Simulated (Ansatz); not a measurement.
Several settings on one geometry of Li2I2 (the lowest singlet isomer of a short search) (that of the charge 0 singlet, r2SCAN-D4/def2-TZVP). Ansatz on 4 threads of Arm Neoverse V2 on a shared host; times are rough.

Cartesian coordinates in Å:
```
Li 0.637 -0.221 1.248
Li -0.637 0.221 -1.248
I 0.504 2.101 0.114
I -0.504 -2.101 -0.114
```

Totals from different functionals, basis sets or treatments of relativity can't be compared as stabilities.

In the def2 sets I takes a core potential; there is no spin–orbit coupling. Correlated methods freeze 8 core orbitals; core or outer-core shells of Li, I are correlated, in sets that lack core-valence functions.

The spins typed aren't always the lowest for that charge.

Q: Give the basis size and estimate the energy, ⟨S²⟩ and time of these runs.

```csv
run,method,charge,state,further keys
1,RKS ωPBEh/def2-TZVP,0,singlet,scf: {omitted_lower_state_checks: [starts]}; forces asked
2,UKS B2PLYP/def2-mTZVPP,1,doublet,scf: {lower_state_search: light}; forces asked
3,RKS B2PLYP/def2-SVPD,0,singlet,scf: {lower_state_search: off}
```

A: 
```tsv
run	functions	energy (Eh)	⟨S²⟩	wall time
1	128	-610.6606	–	1.6 s
2	94	-609.6059	0.76	8 s
3	94	-610.0624	–	1 s
```
